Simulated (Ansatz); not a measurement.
A displaced shape of sextet CrH:

| atom | x (Å) | y (Å) | z (Å) |
| --- | --- | --- | --- |
| Cr | 0.0394 | -0.0113 | -0.0379 |
| H | 0.0482 | -0.0111 | 1.5881 |

It was optimised with HF/def2-SVP in Ansatz (development build ahead of 0.2.0) to forces under 0.001 eV/Å, with unrestricted orbitals. Each step stands on the lowest determinant of that kind that the program's search found.

Question: What shape does it relax to, and how does the optimisation go?

Answer:

```xyz
2

Cr    0.0391   -0.0113   -0.0964
H     0.0485   -0.0111    1.6466
```

Bond lengths: Cr1–H2 1.743 Å.

```
step  E − E(start) (eV)  largest force (eV/Å)
   1             0.0000                0.9758
   2            -0.0459                0.3033
   3            -0.0522                0.0180
   4            -0.0522                0.0002
```

The optimisation ended after 4 steps with its threshold met.
